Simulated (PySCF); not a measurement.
Species: `C(C(=C)[SiH2]N)=O`. The columns A, B, C and D hold Mulliken, IAO, Hirshfeld and ESP-fitted charges (e) of one PBE0/pcSseg-1 density (PySCF), in a shuffled order. Coordinates in Å (GFN2-xTB); the density's dipole moment is (-0.01, -2.35, 2.66) D.

| atom | x | y | z | A | B | C | D |
| --- | --- | --- | --- | --- | --- | --- | --- |
| C1 | 1.384 | -0.616 | 0.765 | -0.049 | -0.050 | -0.359 | -0.240 |
| C2 | 0.711 | -0.025 | -0.220 | -0.587 | -0.100 | -0.155 | -0.318 |
| C3 | 1.417 | 0.426 | -1.412 | +0.325 | +0.116 | +0.445 | +0.254 |
| O4 | 0.895 | 1.073 | -2.287 | -0.364 | -0.213 | -0.465 | -0.393 |
| Si5 | -1.135 | 0.406 | -0.257 | +0.817 | +0.356 | +0.693 | +0.897 |
| N6 | -1.763 | -0.221 | 1.225 | -0.633 | -0.319 | -1.064 | -0.846 |
| H7 | 2.451 | -0.789 | 0.708 | +0.122 | +0.054 | +0.167 | +0.152 |
| H8 | 0.898 | -0.933 | 1.672 | +0.125 | +0.055 | +0.204 | +0.162 |
| H9 | 2.489 | 0.143 | -1.476 | +0.066 | +0.039 | +0.006 | +0.096 |
| H10 | -1.708 | -0.160 | -1.485 | -0.109 | -0.090 | -0.151 | -0.155 |
| H11 | -1.326 | 1.851 | -0.175 | -0.094 | -0.076 | -0.104 | -0.126 |
| H12 | -2.700 | 0.040 | 1.484 | +0.193 | +0.117 | +0.406 | +0.262 |
| H13 | -1.617 | -1.194 | 1.441 | +0.188 | +0.112 | +0.377 | +0.255 |

**Question.** Which column most likely holds the ESP-fitted charges?

**Answer.** C. Σ q r misses the density's dipole by 0.02 D (C), 0.93 D (D), 1.17 D (A), 1.32 D (B). Charges fitted to the outside potential are the only set here that is tied to the molecule's multipoles.

**Question.** And the Hirshfeld charges?

**Answer.** B. The mean sizes are 0.131 e (B), 0.283 e (A), 0.320 e (D), 0.354 e (C), and Hirshfeld charges are commonly the smallest of these schemes.

As computed, A = Mulliken, B = Hirshfeld, C = ESP-fitted, D = IAO. Hydrogens on carbon: Mulliken +0.07 to +0.13, Hirshfeld +0.04 to +0.06, ESP-fitted +0.01 to +0.20, IAO +0.10 to +0.16 e.

The IAO scheme projects the occupied orbitals on a minimal set of polarised atomic orbitals and counts the electrons in each atom's part of it. The Hirshfeld scheme divides the density at each point in proportion to the densities of the neutral, spherically averaged free atoms.

The structure is a single GFN2-xTB conformer in the gas phase; no vibrational or solvent corrections.

The values belong to the conformer `[CH2:1]=[C:2]([CH:3]=[O:4])[SiH2:5][NH2:6]`: C1–C2–C3–O4 -173°, C1–C2–Si5–N6 -3°, H–N6–Si5–C2 170°, H–N6–Si5–C2 -55°.
